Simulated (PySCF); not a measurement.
# Correlation energy of Zn⁸⁺ (zinc, charge +8)

Starting occupation: [Ar] 3d4, 3d3/2 with m_j = -3/2, -1/2, +1/2, +3/2. Calculation: PySCF 2.14, in an even-tempered Gaussian basis (18 s from 0.43 bohr⁻², ratio 2.8; 12 p from 0.56 bohr⁻², ratio 2.8; 8 d from 0.56 bohr⁻², ratio 2.8; 4 f from 2.4 bohr⁻², ratio 3); X2C-1e with screened-nucleus spin-orbit coupling, Gaussian nucleus. Frozen: [Ne]; 12 electrons correlated; the 72 highest virtual spinors left out.

MP2 pair energies summed by pair of shells (mhartree):

| pair | energy | share (%) |
| --- | --- | --- |
| 3d-3p | -162.42 | 42.8 |
| 3p-3p | -110.13 | 29.0 |
| 3d-3d | -39.19 | 10.3 |
| 3p-3s | -38.35 | 10.1 |
| 3d-3s | -23.23 | 6.1 |
| 3s-3s | -5.95 | 1.6 |

Total MP2 correlation energy: -379.27 mhartree.

The GHF reference relaxed away from the jj start to a determinant that is no pure jj level (⟨S²⟩ = 5.98, ⟨J²⟩ = 3.78); the energies belong to that determinant.
